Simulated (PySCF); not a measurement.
Compound: InMe2(CN), C₃H₆InN.
Bonds: In1–C2, In1–C6, In1–C10, C10–N11. Hydrogens: H3, H4, H5 on C2; H7, H8, H9 on C6.

Method: PBE0-D3(BJ)/def2-SVP geometry optimisation, gas phase, def2 core potentials past Kr (PySCF 2.14.0).

(1) What internal coordinates does the optimisation give?

Results:

(1) 
| bond | length (bohr) |
| --- | --- |
| In1–C2, In1–C6 | 4.060 |
| In1–C10 | 4.098 |
| C2–H3 and 5 like bonds | 2.078 |
| C10–N11 | 2.197 |

Bonds in one row agree within 0.02 bohr and their mean is given. A selection of angles:
| angle | degrees |
| --- | --- |
| C2–In1–C6 | 132.7 |
| C2–In1–C10 | 113.5 |
| In1–C2–H3 | 109.8 |
| H3–C2–H4 | 107.9 |
| H3–C2–H5 | 109.1 |
| In1–C10–N11 | 179.5 |

The 5 heavy atoms lie in one plane (0.000 Å rms). The C–In distances run from 2.148 Å (In1–C6) to 2.168 Å (In1–C10), a spread of 0.020 Å. In1 (indium bonded to 3 C) is planar (angles 132.7°, 113.8° and 113.5°, sum 360.0°, 0.00 Å off the plane of its three neighbours).

Point group: near C2v, missed by 0.18 Å at most; the miss may be what the optimiser left on a soft mode (C2 holds within 0.08 Å). PBE0-D3(BJ)/def2-SVP frequencies: not computed here.

On x86-64 server, one thread (shared host), this took 42 s. This is the geometry optimisation.
